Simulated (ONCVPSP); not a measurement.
# Configuration tests for S (ONCV)

S, optimised norm-conserving Vanderbilt (ONCV), made with ONCVPSP 4.0.1 (BLYP, scalar-relativistic). Core [He], reference 2s2 2p6 3s2 3p4. Waves: 2s+3s: rc 0.85 bohr, ncon 4, nbas 9, qcut 16.2 1/bohr, 2 projectors; 2p+3p: rc 0.70 bohr, ncon 4, nbas 8, qcut 20.3 1/bohr, 2 projectors; d scattering state at 0.08 Ha: rc 0.80 bohr, ncon 5, nbas 9, qcut 10 1/bohr, 2 projectors, debl 3.7 Ha. Local part: polynomial inside 0.55 bohr (lpopt 5, dvloc0 1 Ha). Core correction: Teter function, fcfact 2.25, rcfact 1.75.

Energies are relative to the spin-unpolarised reference configuration 2s2 2p6 3s2 3p4; without spin polarisation the order of configurations can differ from experiment.

```json
{"valence configuration": "2s2 2p6 3s2 3p2", "charge": "+2", "ΔE all-electron (eV)": "33.756", "error AE − PS (meV)": "+3.4"}
{"valence configuration": "2s2 2p6 3s2 3p1", "charge": "+3", "ΔE all-electron (eV)": "67.683", "error AE − PS (meV)": "+9.9"}
```

(1) What are ΔE and the potential's error for 2s2 2p5 3s2 3p4?

(2) What are ΔE and the potential's error for 2s2 2p6 3s2 3p3?

Results:

(1) ΔE = 173.777 eV all-electron; the error (AE − PS) is +356 meV.

(2) ΔE = 11.619 eV all-electron; the error (AE − PS) is +0.9 meV.
